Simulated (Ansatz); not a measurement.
C$_{11}$H$_{14}$O$_{2}$ (`CC(C)(C)c1ccccc1C(=O)O`), relaxed with RKS PBE-D4/def2-SVP in Ansatz 0.2.0 from a rough embedded geometry. The force threshold is 0.03 eV/Å; the program also tests the step.

Total charge 0; spin multiplicity 1.

Start:

```xyz
27

C     0.387   -1.677   -1.171
C    -0.709   -0.672   -0.787
C    -1.761   -1.347    0.106
C    -1.397   -0.235   -2.087
C    -0.106    0.505   -0.032
C    -0.448    1.814   -0.361
C     0.099    2.907    0.287
C     1.031    2.726    1.290
C     1.388    1.439    1.641
C     0.820    0.336    1.006
C     1.262   -0.965    1.581
O     0.575   -1.754    2.179
O     2.589   -1.129    1.464
H     1.214   -1.168   -1.663
H     0.769   -2.204   -0.304
H    -0.016   -2.421   -1.854
H    -1.314   -1.717    1.023
H    -2.214   -2.183   -0.423
H    -2.543   -0.637    0.366
H    -0.713    0.321   -2.725
H    -2.278    0.371   -1.890
H    -1.726   -1.117   -2.633
H    -1.163    2.001   -1.143
H    -0.203    3.904   -0.002
H     1.476    3.571    1.793
H     2.111    1.276    2.427
H     2.868   -1.944    1.911
```

```json
{"step": "1", "energy (eV)": "-15699.7027", "largest force (eV/Å)": "1.062", "largest move (Å)": "0.000"}
{"step": "2", "energy (eV)": "-15699.8952", "largest force (eV/Å)": "0.441", "largest move (Å)": "0.063"}
{"step": "3", "energy (eV)": "-15699.9173", "largest force (eV/Å)": "0.279", "largest move (Å)": "0.060"}
{"step": "4", "energy (eV)": "-15699.9236", "largest force (eV/Å)": "0.168", "largest move (Å)": "0.027"}
{"step": "5", "energy (eV)": "-15699.9308", "largest force (eV/Å)": "0.241", "largest move (Å)": "0.107"}
{"step": "6", "energy (eV)": "-15699.9359", "largest force (eV/Å)": "0.276", "largest move (Å)": "0.131"}
{"step": "7", "energy (eV)": "-15699.9384", "largest force (eV/Å)": "0.152", "largest move (Å)": "0.017"}
{"step": "8 (rejected)", "energy (eV)": "-15699.9355", "largest force (eV/Å)": "0.374", "largest move (Å)": "0.087"}
{"step": "9", "energy (eV)": "-15699.9403", "largest force (eV/Å)": "0.030", "largest move (Å)": "0.043"}
{"step": "10", "energy (eV)": "-15699.9412", "largest force (eV/Å)": "0.094", "largest move (Å)": "0.077"}
{"step": "11", "energy (eV)": "-15699.9415", "largest force (eV/Å)": "0.052", "largest move (Å)": "0.023"}
{"step": "12", "energy (eV)": "-15699.9417", "largest force (eV/Å)": "0.028", "largest move (Å)": "0.014"}
```

End:

```xyz
27

C     0.344   -1.716   -1.258
C    -0.726   -0.697   -0.799
C    -1.798   -1.384    0.082
C    -1.430   -0.198   -2.080
C    -0.085    0.472   -0.014
C    -0.450    1.796   -0.340
C     0.095    2.922    0.292
C     1.073    2.763    1.279
C     1.470    1.468    1.623
C     0.895    0.326    1.018
C     1.350   -0.977    1.606
O     0.657   -1.945    1.878
O     2.681   -0.964    1.887
H     1.144   -1.216   -1.841
H     0.805   -2.263   -0.417
H    -0.127   -2.475   -1.915
H    -1.350   -1.799    1.003
H    -2.279   -2.209   -0.484
H    -2.589   -0.660    0.366
H    -0.740    0.355   -2.750
H    -2.302    0.452   -1.864
H    -1.816   -1.072   -2.642
H    -1.193    1.964   -1.129
H    -0.243    3.927   -0.004
H     1.525    3.634    1.776
H     2.238    1.318    2.394
H     2.852   -1.823    2.332
```

Run time 16 s (4 threads of an AMD EPYC 7R13 on a shared host and a share of an NVIDIA H100 80 GB); peak host memory 0.95 GiB.
